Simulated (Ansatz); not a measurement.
`B1N[SiH2]1` + `OBB(F)[SiH3]` → `FB1N[SiH2]1` + `OBB[SiH3]`  (redistribution)

Gas-phase electronic energies from Ansatz, PBE0-D4/def2-TZVP geometries. CCSD(T)/CBS is the MP2 limit (def2-TZVPP, def2-QZVPP) plus CCSD(T) − MP2 in def2-TZVPP, frozen cores. DFT in def2-TZVPP. B3LYP here is the variant with VWN-RPA as its local correlation; programs differ in this. One conformer a species, not always the lowest.

```
             level  ΔE (kcal/mol)
          B3LYP-D4            0.4
CCSD(T)/def2-TZVPP            0.9
```

Problem. What does CCSD(T)/CBS give? (Best estimate.)

Solution. Ansatz gave: +0.9 kcal/mol. The listed levels differ from it by -0.5, 0.0 kcal/mol.

Largest T1 diagnostic among the species: 0.015.

In def2-TZVPP, CCSD(T) changes the Hartree–Fock value by +1.8 kcal/mol (the triples alone add +0.4 kcal/mol) and MP2 by +1.4 kcal/mol.
